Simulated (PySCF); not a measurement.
NMR data simulated for an unnamed compound:

1H NMR (400 MHz, computed): δ 7.51 (m, 1H), 4.54 (s, 3H), 2.95 (m, 3H), 2.74 (s, 3H).

13C{1H} NMR (computed): δ 213.0 (C), 189.0 (C), 155.3 (C), 137.0 (C), 126.0 (CH), 31.6 (CH3), 31.0 (CH3).

[PySCF 2.14: σ from GIAO-PBE0/pcSseg-1; GFN2-xTB geometry; non-relativistic Hamiltonian; a single conformation; fast rotation and ring inversion assumed for equivalent nuclei; in vacuum]

Scale: 1H, 13C against TMS (reference shieldings calculated alike).

Which of these does the molecule contain: a Si–H bond, a ketone, an ester, a CH3CH2 unit?

Results:


- A Si–H bond: yes (δH 4.54 (s)).
- A ketone: no.
- An ester: no.
- A CH3CH2 unit: no.

The data belong to `C1(C)=C([SiH3])C(C)=PC(F)=C1`, C7H10FPSi; they needn't prove each group on their own.

Carbon signals by region: 2 in the far downfield region (above 160 ppm), 3 in the sp2 and nitrile region (100–160 ppm), 2 below 50 ppm. Above 160 ppm: 213.0, aromatic carbon bearing fluorine, 189.0, substituted aromatic carbon.

Splittings by 19F and 31P in the carbon and heteronuclear signals aren't shown, as no couplings were computed. Shifts are as computed. Against solution values, carbons near 30 ppm lie about +3 ppm off and those near 130 ppm about +5 ppm. Of 1211 compounds with measured shifts, 218 miss one by over three times the rms of a fit or turn the order of signals round; such compounds aren't used in these exercises. No couplings were computed; multiplicities are counted from neighbouring protons, with m where these are inequivalent, close in shift, in a saturated or five-membered ring or joined by F or P, and br s for small geminal =CH2 splittings.
